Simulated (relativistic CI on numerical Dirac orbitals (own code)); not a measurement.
**Hyperfine structure of Tl75+, mass number 203**

Computed by Dirac-Coulomb-Breit CI, KLI orbitals optimised for each configuration, QED by a radiative potential, unscaled Slater integrals (own radial code, finite nucleus).

Configuration list (outside the closed core 1s2): 2s²2p², 2s2p³, 2p⁴, 2p³3s, 2s²2p3s, 2p³3p, 2s²2p3p, 2p³3d, 2s²2p3d, 2s2p²3s, 2s2p²3p, 2s2p²3d, 2s²2p4s, 2s²2p4p, 2s²2p4d, 2s²2p4f. Levels of other configurations are missing.

Nuclear spin I = 1/2, μ = 1.616 μN (tables of Stone and Pyykkö). The electronic factors are computed for point nuclear moments, without core polarisation or the Bohr-Weisskopf and QED corrections.

```tsv
Level	E (10³ cm⁻¹)	A (GHz)
2s²2p² ³P1	17400.2	-5065
2s²2p² ¹D2	17547.5	12490
2s²2p² ³P2	35202.8	3748
2s2p³ ⁵S°2	37394.5	22740
2s2p³ ³D°3	37770.0	28780
2s2p³ ³S°1	38586.9	-31090
2s2p³ ¹D°2	38652.4	-2780
2s2p³ ³P°1	38694.5	76010
```

Levels with J = 0, under 50 % of one LS term, or S terms without an open s electron are left out. Small factors come from cancelling terms and can be off by tens of per cent or more.

At this charge energies of transitions that change n are usually good to better than 1 %, and those within a shell (Δn = 0) to a few per cent.

Give the hyperfine levels of 2s²2p² ³P1 relative to its centre of gravity.

With K = F(F + 1) − I(I + 1) − J(J + 1), E = AK/2: F = 1/2: 5065, F = 3/2: -2532 GHz.

LS names give the leading component of a level, which can be under half, so a name can repeat, a term be missing and a line seem to break the LS rules.
